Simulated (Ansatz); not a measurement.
`[Cl][Cd][Br]` + NH₃ → `[NH2][Cd][Cl]` + HBr at 700 K and 1 bar (ligand exchange at a Cd–Br bond).

Isolated molecules relaxed with PBE0-D4/def2-TZVP in Ansatz; ΔE leaves out vibrations. CCSD(T)/CBS is the MP2 limit (def2-TZVPP, def2-QZVPP) plus CCSD(T) − MP2 in def2-TZVPP, frozen cores. This one scheme is used for every species. Elements past krypton have def2 core potentials. For Br, Cd outer-core shells are correlated without core-valence functions, which leaves a few kJ/mol of doubt a bond. Scalar relativity is left out up to krypton. Each species was taken in one conformer, which may not be the lowest.

```csv
species,CCSD(T)/CBS energy (Eh),H − E (kJ/mol),S (J/(mol·K))
`[Cl][Cd][Br]`,-3200.91128,44.1,355.5
NH₃,-56.50880,116.9,226.5
`[NH2][Cd][Cl]`,-683.44247,114.1,369.4
HBr,-2573.91920,36.5,223.7
```

H − E and S are ideal-gas, rigid-rotor, harmonic terms from PBE0-D4/def2-TZVP, for one conformer and one mirror image of each species. 1 Eh = 2625.50 kJ/mol, R = 8.31446 J/(mol·K).

Problem. By hand: ΔE, ΔH, ΔS and ΔG.

Solution. ΔE = (-683.44247) + (-2573.91920) − (-3200.91128) − (-56.50880) = 0.05841 Eh = 153.4 kJ/mol. Δ(H − E) = 114.1 + 36.5 − 44.1 − 116.9 = -10.4, so ΔH = 143.0 kJ/mol. ΔS = 369.4 + 223.7 − 355.5 − 226.5 = 11.1 J/(mol·K). ΔG = 143.0 − 700 × (11.1)/1000 = 135.2 kJ/mol.

Problem. By hand: the equilibrium constant, and the temperature at which ΔG would vanish if ΔH and ΔS stayed fixed.

Solution. log₁₀ K = −ΔG/(RT ln 10) = -10.1. ΔG = 0 at ΔH/ΔS = 12883 K, far beyond where these terms or the molecules hold.

The number of gas molecules stays the same, so ΔS is small and ΔH decides. A doubt of 5 kJ/mol in ΔE shifts log₁₀ K by 0.4 here. Other conformers and mirror images would add mixing entropy, several J/(mol·K) or more a flexible species. These are equilibria of isolated gas molecules and say nothing of rates. Largest T1 diagnostic: 0.014 (customary marks: 0.02 for closed shells, 0.045 for open ones).
